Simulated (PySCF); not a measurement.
ITl, SMILES [I][Tl] (connectivity only; charge and spin as stated), charge +1, multiplicity 2. Atoms are numbered in the order given.

```xyz
2

Tl     0.0000     0.0000    -1.3523
I      0.0000     0.0000     2.0668
```
Charge +1, spin multiplicity 2.

Geometry optimised at B3LYP-D3(BJ)/def2-TZVP. The multiplicity is an assumed one; other spin states were not compared. The def2 effective core potentials stand for the cores of I, Tl; spin–orbit coupling is left out.

Calculation: PySCF with CAM-B3LYP/def2-TZVPD.

Mulliken values depend strongly on the basis, most of all with diffuse functions as here. ESP charges are fitted to the potential on shells at 1.4 to 2.0 van der Waals radii. Atomic charges (e):

```tsv
atom	Mulliken	ESP fit	Mulliken spin
Tl1	0.83	0.79	-0.01
I2	0.17	0.21	1.01
```
